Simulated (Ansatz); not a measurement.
Cost and result for the atomization energy of FH₂InO₂, SMILES `[OH][In]([OH])[F]` (6 atoms, 5 bonds).

Charge 0, multiplicity 1. Correlated methods include outer-core shells of In, which these sets cover unevenly. In: def2 effective core potential. The geometry is a stationary point of PBE0-D4/def2-TZVP. It is one conformer, not always the lowest. Program: Ansatz. Hardware: A = 2 threads of an AMD EPYC 7R13 on a shared host; B = 2 threads of an AMD EPYC 7R13 on a shared host and a share of an NVIDIA H100 80 GB. Times are those of one run each, without the atoms' runs, and a repeat can differ threefold. Electronic energies, without spin–orbit coupling; frozen cores. CCSD(T)/CBS adds CCSD(T) − MP2 in def2-TZVPP to the MP2 limit, and its time is that of the two runs behind it. T1 = 0.017. With those shells the extrapolation isn't a true limit. B3LYP takes the VWN-RPA correlation (the form of Gaussian; ORCA's B3LYP/G).

CCSD(T)/CBS is a level of theory with its own doubt, some kJ/mol a heavy atom from the limit and from the frozen cores, so smaller differences don't rank the functionals.

```csv
level,functions,wall time,atomization (kcal/mol),difference from CCSD(T)/CBS,per bond
B3LYP-D4/def2-TZVPP (with forces) [A],171,3.2 s,455.2,-17.3,-3.5
PBE-D4/def2-TZVPP (with forces) [A],171,4.7 s,476.1,3.6,0.7
r2SCAN-D4/def2-TZVPP (with forces) [A],171,5 s,464.6,-7.9,-1.6
ωB97X-V/def2-TZVPP [A],171,6 s,465.7,-6.8,-1.4
PBE0-D4/def2-TZVPP [A],171,6 s,453.0,-19.5,-3.9
B2PLYP/def2-TZVPP [A],171,6.5 s,456.6,-15.9,-3.2
ωB97M-V/def2-TZVPP (with forces) [A],171,10 s,463.8,-8.7,-1.7
CCSD(T)/def2-TZVPP [B],171,11 s,451.7,-20.8,-4.2
CCSD(T)/def2-QZVPP [B],313,20 s,465.8,-6.7,-1.3
CCSD(T)/CBS(def2),–,31 s,472.5,0.0,0.0
```

The D4 term adds +3.3 kcal/mol with B3LYP and +1.7 kcal/mol with PBE0; it sums over pairs of atoms, weighted by their polarisabilities, and B3LYP, whose exchange is more repulsive, gets the larger term. In def2-TZVPP, CCSD(T) changes the Hartree–Fock value by +164.4 kcal/mol (the triples alone add +11.9 kcal/mol) and MP2 by +184.9 kcal/mol; breaking electron pairs costs correlation energy, which Hartree–Fock lacks. From PBE to PBE0 (25 % exact exchange), in def2-TZVPP and without D4, the atomization energy moves by −22.8 kcal/mol: exact exchange takes away binding that semilocal exchange gives to molecules.

Spin–orbit coupling would lower the free In atoms strongly, and the atomization energy with them, by more than many differences here.
